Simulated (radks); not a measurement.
Results of a calculation; reference values are marked as such.
Problem. All-electron atom: Ne III in [He] 2s(up 1, down 0) 2p5 (not the ground configuration). Level of theory: scalar-relativistic Kohn-Sham, LDA (Slater exchange, Perdew-Wang correlation), spin-polarised, spherical densities, finite nucleus; open shells are filled with parallel spins first; Fermi nuclear charge, rms radius 3.0055 fm (a radial shooting solver on a logarithmic mesh with Libxc functionals). Some entries of the table are withheld. Estimate them.

| orbital | occ. | eigenvalue (hartree) | <1/r> (bohr^-1) |
|---|---|---|---|
| 1s up | 1 | -32.20970 | 9.589 |
| 1s down | 1 | -32.11800 | 9.594 |
| 2s up | 1 | -2.92273 | 1.760 |
| 2s down | 0 | -2.75255 | 1.730 |
| 2p up | 3 | (1) | (2) |
| 2p down | 2 | (3) | (4) |

Solution. 
(1) 2p up eigenvalue (hartree): -2.08030
(2) 2p up <1/r> (bohr^-1): 1.644
(3) 2p down eigenvalue (hartree): -1.91260
(4) 2p down <1/r> (bohr^-1): 1.612
